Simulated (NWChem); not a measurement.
System: CH$_{5}$BO$_{2}$S; SMILES CSB(O)O

Here is an NWChem input.

```
start job
memory heap 200 mb stack 900 mb global 1100 mb
geometry units angstroms noautosym nocenter noautoz
  B      0.047642     0.830701     0.000000
  O     -0.755474     1.947410     0.000000
  H     -0.271065     2.790528     0.000000
  O      1.425090     0.825800     0.000000
  H      1.826453     1.712085     0.000000
  S     -0.829594    -0.771359     0.000000
  C      0.578064    -1.941870     0.000000
  H      1.205595    -1.810193    -0.901127
  H      0.146137    -2.959886     0.000000
  H      1.205595    -1.810193     0.901127
end
basis spherical
  * library def2-svp
end
dft
  xc b3lyp
  iterations 150
end
property
  efieldgrad
end
task dft property
```

The geometry was optimised at PBE-D3(BJ)/def2-SVP.

Vzz is the largest principal value of the second derivative of the potential at the nucleus (NWChem prints the opposite sign); η is the asymmetry. Non-relativistic.

Atoms are numbered as in the input.

**Question.** Give the results of this calculation. (B3LYP/def2-SVP.) Quantities: Vzz B1 (a.u.); η B1; Vzz O2 (a.u.); η O2; Vzz O4 (a.u.); η O4; Vzz S6 (a.u.); η S6.

**Answer.** 
```json
{
 "Vzz B1 (a.u.)": "0.252",
 "η B1": "0.24",
 "Vzz O2 (a.u.)": "1.453",
 "η O2": "0.33",
 "Vzz O4 (a.u.)": "1.444",
 "η O4": "0.31",
 "Vzz S6 (a.u.)": "1.956",
 "η S6": "0.89"
}
```
